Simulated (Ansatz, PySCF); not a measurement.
Reaction (SMILES): BO (H3BO) + [H][H] (H2) → B (BH3) + O (H2O)
Each molecule is optimised on its own at B3LYP-D3(BJ)/def2-TZVP (Ansatz, a quantum-chemistry and plane-wave program), one conformer each, not searched for the lowest. Frequencies are from Ansatz or PySCF.

Quantity: energy of full hydrogenation (0 K, with B3LYP-D3(BJ) harmonic zero-point energies), in kcal/mol. Correlated levels leave the core frozen unless marked. No spin-orbit coupling. Non-relativistic. CBS(X,Y): correlation extrapolated as X^-3; Hartree-Fock from the larger set.

```json
[
 {"level": "HF/6-31G", "program": "Ansatz", "energy of full hydrogenation (kcal/mol)": "27.5", "minus last row": "-4.5"},
 {"level": "HF/6-31G*", "program": "Ansatz", "energy of full hydrogenation (kcal/mol)": "31.1", "minus last row": "-0.9"},
 {"level": "PW6B95-D3(BJ)/def2-TZVPD", "program": "PySCF + dftd3", "energy of full hydrogenation (kcal/mol)": "33.6", "minus last row": "1.6"},
 {"level": "MP2/6-31G*", "program": "Ansatz", "energy of full hydrogenation (kcal/mol)": "39.3", "minus last row": "7.3"},
 {"level": "RI-MP2/CBS(def2-TZVPP,def2-QZVPP)", "program": "Ansatz", "energy of full hydrogenation (kcal/mol)": "32.3", "minus last row": "0.3"},
 {"level": "CCSD(T)/def2-SVPD", "program": "Ansatz", "energy of full hydrogenation (kcal/mol)": "29.9", "minus last row": "-2.1"},
 {"level": "CCSD(T)/CBS(aug-cc-pVTZ,aug-cc-pVQZ)", "program": "Ansatz", "energy of full hydrogenation (kcal/mol)": "32.0", "minus last row": "0.0"}
]
```
